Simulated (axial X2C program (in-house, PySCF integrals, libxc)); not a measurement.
## SbH⁺: properties at the nuclei

Computed with an in-house all-electron X2C program for linear molecules (integrals from PySCF): two-component X2C with atomic mean-field Coulomb and Gaunt terms, Gaussian nuclei, basis Sb dyall-cv3z, H dyall-v3z with contracted cores.

R = 1.716 Å (near the PBE0 minimum at charge 1 of the determinant lowest at the starting distance; the state shown can have its own minimum elsewhere).

Determinant lowest in the PBE0 search, Ω = 1/2 (⟨Sz⟩ = -0.49, ⟨Lz⟩ = 0.99 at PBE0), spin on the atoms Sb -0.52, H 0.03:

```json
{"level": "PBE0", "Eeff magnitude (GV/cm)": "1.57", "Ws magnitude Sb (kHz)": "1.86", "A∥/gI Sb (MHz)": "3820", "qzz Sb (a.u.)": "-8.00", "A∥/gI H (MHz)": "17.4", "qzz H (a.u.)": "0.10"}
{"level": "HF", "Eeff magnitude (GV/cm)": "1.06", "Ws magnitude Sb (kHz)": "1.3", "A∥/gI Sb (MHz)": "3430", "qzz Sb (a.u.)": "-7.96", "A∥/gI H (MHz)": "21.7", "qzz H (a.u.)": "0.10"}
{"level": "PBE", "Eeff magnitude (GV/cm)": "1.57", "Ws magnitude Sb (kHz)": "1.84", "A∥/gI Sb (MHz)": "3900", "qzz Sb (a.u.)": "-7.96", "A∥/gI H (MHz)": "16.9", "qzz H (a.u.)": "0.10"}
{"level": "BP86", "Eeff magnitude (GV/cm)": "1.65", "Ws magnitude Sb (kHz)": "1.94", "A∥/gI Sb (MHz)": "3940", "qzz Sb (a.u.)": "-7.98", "A∥/gI H (MHz)": "16.5", "qzz H (a.u.)": "0.10"}
{"level": "BHandHLYP", "Eeff magnitude (GV/cm)": "2.09", "Ws magnitude Sb (kHz)": "2.48", "A∥/gI Sb (MHz)": "3600", "qzz Sb (a.u.)": "-7.92", "A∥/gI H (MHz)": "16.4", "qzz H (a.u.)": "0.10"}
```

Determinant 0.45 eV from it at PBE0 and this distance, Ω = 3/2 (⟨Sz⟩ = 0.51, ⟨Lz⟩ = 0.99 at PBE0), spin on the atoms Sb 0.53, H -0.02:

```csv
level,Eeff magnitude (GV/cm),Ws magnitude Sb (kHz),A∥/gI Sb (MHz),qzz Sb (a.u.),A∥/gI H (MHz),qzz H (a.u.)
PBE0,3.44,1.31,504,-8.74,-0.0373,0.10
HF,15.6,6.05,458,-8.29,2.29,0.10
PBE,2.59,0.977,489,-8.65,0.0179,0.10
BP86,2.52,0.947,492,-8.68,0.175,0.10
BHandHLYP,3.67,1.4,583,-8.71,0.558,0.10
```

Eeff is the effective electric field on the electron electric dipole moment in this Ω state and Ws the scalar–pseudoscalar constant of the nucleus named (defined with the proton number Z and per Ω); A∥ (defined per Ω) follows by multiplying with gI = μI/(I μN); qzz is the electric field gradient, eQq0 = 234.96 MHz × Q/barn × qzz. The operators were transformed with the bare-nucleus X2C matrices; with these basis sets, hyperfine constants and field gradients can be off by tens of per cent, and where levels differ in sign neither size nor sign is settled.

Question: With gI(121Sb) = 1.3454, Q(121Sb) = -0.543 barn, gI(1H) = 5.5857 (g factors from the IAEA table of nuclear moments by Stone; Q from Pyykkö, Mol. Phys. 2018), turn the PBE0 values of the first state into constants in MHz.

Answer: A∥(121Sb) = 3820 × 1.3454 = 5140 MHz; eQq0(121Sb) = 234.96 × (-0.543) × (-8.00) = 1020 MHz; A∥(1H) = 17.4 × 5.5857 = 97.2 MHz.

Each state is one determinant with collinear spin. Unrestricted Hartree–Fock can overshoot spin polarisation at the nuclei. Where Eeff spreads by more than a factor of two the levels disagree and none is to be relied on. The search compared states at one distance, so a state with another bond length can lie lower. PBE0 term energies can be off by some tenths of an eV.
